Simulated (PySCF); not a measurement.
# Radial density of Sc⁺ (scandium, charge +1)

UHF, [Ar] 3d1 4s1, high-spin 3D determinant. Calculation: PySCF 2.14, in x2c-TZVPPall (6s5p4d2f1g, 64 functions); the spin-free X2C one-electron Hamiltonian (Gaussian nucleus).

```csv
r (bohr),4πr²ρ (e/bohr),4πr²(ρα − ρβ)
0.00143,0.1922,0.0001
0.00241,0.4936,0.0002
0.00405,1.247,0.0005
0.00681,3.021,0.0012
0.0115,6.795,0.0027
0.0193,13.46,0.0051
0.0324,21.60,0.0071
0.0545,24.73,0.0045
0.0918,19.54,-0.0027
0.154,20.69,0.0079
0.260,26.09,0.0484
0.437,11.94,0.1593
0.734,7.735,0.4861
1.24,7.067,0.5546
2.08,1.419,0.5048
3.49,0.4014,0.3897
5.88,0.04892,0.0489
9.89,0.0003455,0.0003
```

Densities and radii are taken from the X2C orbitals without a picture-change correction, which distorts them close to the nucleus.

Question: Where is the radial spin density 4πr²(ρα − ρβ) most negative, and why is it negative at all?

Answer: Around r = 0.0918 bohr, down to -0.0027 e/bohr: exchange with the open shell polarises the paired shells in an unrestricted calculation.
